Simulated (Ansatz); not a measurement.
Consider the ligand exchange at a Li–C bond: `[Li][c]1ccccc1` + dimethylamine → `[Li][N](C)C` + benzene.

Isolated molecules relaxed with PBE0-D4/def2-TZVP in Ansatz; ΔE leaves out vibrations. CBS: MP2 limit from def2 TZ/QZ plus the TZ coupled-cluster correction, frozen cores. DFT in def2-TZVPP. For Li outer-core shells are correlated without core-valence functions, which leaves a few kJ/mol of doubt a bond.

```tsv
level	ΔE (kcal/mol)
r2SCANh-D4	-16.9
BHLYP-D4	-16.6
ωB97M-V	-15.8
CAM-B3LYP	-17.5
```

**Question.** What does CCSD(T)/CBS give? (An estimate is asked.)

**Answer.** Computed: -15.6 kcal/mol. The listed levels differ from it by -1.3, -1.0, -0.2, -1.9 kcal/mol.

Largest T1 diagnostic among the species: 0.011.

From r2SCAN to r2SCAN0 (25 % exact exchange), in def2-TZVPP and without D4, ΔE moves by +0.8 kcal/mol. In def2-TZVPP, CCSD(T) changes the Hartree–Fock value by −0.8 kcal/mol (the triples alone add +0.1 kcal/mol) and MP2 by −1.5 kcal/mol. Leaving LDA and LC-ωPBE aside and taking each functional with its dispersion term where it has one, the values, not all of them listed here, spread over 3.0 kcal/mol, from BLYP-D4 to PBE-QIDH. LDA lies −1.0 kcal/mol from PBE without D4.
